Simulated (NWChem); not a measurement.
Species: SbH$_{2}$ cation

Program: NWChem. Medium grid unless said otherwise, to which SCAN and Minnesota functionals are sensitive. Geometry: optimised at PBE-D3(BJ)/def2-SVP. def2 effective core potentials on Sb; no spin-orbit coupling. Hybrids' shares of exact exchange are those that their runs print; pure functionals count as 0. The functionals differ in more than this share.

```
row                  share of exact exchange  orbital gap (eV)
-------------------  -----------------------  ----------------
PBE/def2-TZVP                           0.00              1.98
TPSS/def2-TZVP                          0.00              2.25
B3LYP/def2-TZVP                         0.20              3.50
MPW1K/def2-TZVP                         0.43              5.43
BHandHLYP/def2-TZVP                     0.50              5.86
M05-2X/def2-TZVP                        0.56          withheld
```

Q: Fit a straight line of the last column on the one before it, predict the withheld value, and compare with the run.

A: 
1. Means of the 5 shown rows: x = 0.226, y = 3.804. Slope Σ(x − x̄)(y − ȳ)/Σ(x − x̄)² = 1.666/0.2195 = 7.591; intercept 2.088.
2. The shown rows scatter about the line by 0.106 (root mean square); the largest residual is +0.16, at TPSS/def2-TZVP.
3. At x = 0.56 (M05-2X/def2-TZVP; beyond the shown range) the line gives 6.34.
4. The run gives 6.30, -0.04 from the line, 0.4 times the scatter.
